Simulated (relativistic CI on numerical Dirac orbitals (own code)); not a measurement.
## One change at a time: Sb21+

Base calculation: Dirac-Coulomb-Breit CI, orbitals from a KLI potential per configuration, model QED, unscaled Slater integrals.

Configuration list (outside the closed core [Ar] 3d10): 4s2, 4s 4p, 4p2, 4s 4d, 4d2, 4s 4f, 4p 4d, 4f2, 4p 4f, 4d 4f, 4s 5s, 4s 5p, 4s 5d, 4s 5f, 4s 5g, 4s 6s. Levels of other configurations are missing.

Variants: (1) P86 correlation estimate; (2) Breit term removed; (3) non-relativistic limit. Shifts of the energy above 4s2 1S_0, in cm⁻¹, for the lowest level and the first level of each name with at least 55 % of one term (blank where a level changes its place among those of its configuration and J or its character, or is not in the variant):

```csv
Level,Base,Δ(1),Δ(2),Δ(3)
4s2 1S_0,0,0,0,0
4s 4p 3P°_0,324501,+557,-1531,-18271
4s 4p 3P°_1,344446,+558,-1325,-38215
4s 4p 3P°_2,427494,+557,-14,-121263
4s 4p 1P°_1,520615,+569,-124,-104820
4p2 3P_0,757892,+1084,-2912,-63948
4p2 3P_1,837532,+1087,-1544,-143588
4p2 1D_2,841278,+1096,-1318,
4p2 3P_2,938113,+1097,+49,
4p2 1S_0,1003992,+1085,-169,-223035
4s 4d 3D_1,1075830,+1255,+1121,-130850
4s 4d 3D_2,1082609,+1255,+1368,-137629
4s 4d 3D_3,1095163,+1255,+1856,-150183
4s 4d 1D_2,1166381,+1238,+1407,-149615
4p 4d 3F°_2,1418710,+1685,-317,-155742
4p 4d 3F°_3,1462933,+1677,+543,-199965
4p 4d 3D°_1,1493030,+1690,-264,
4p 4d 3F°_4,1535982,+1669,+1861,-273014
4p 4d 3P°_0,1571331,+1692,+1010,-255243
4p 4d 3D°_3,1572600,+1653,+1301,-248009
4p 4d 3P°_1,1575227,+1692,+1149,
4p 4d 1F°_3,1617999,+1518,+1793,-241384
```

At this charge energies of transitions that change n are usually good to better than 1 %, and those within a shell (Δn = 0) to a few per cent.

Ionisation energy from the two ground configurations alone: base 656.976 eV; P86 correlation estimate 657.889 eV; Breit term removed 657.304 eV. The NIST ASD value (theoretical) is 657 eV.

LS names give the leading component of a level, which can be under half, so a name can repeat, a term be missing and a line seem to break the LS rules.
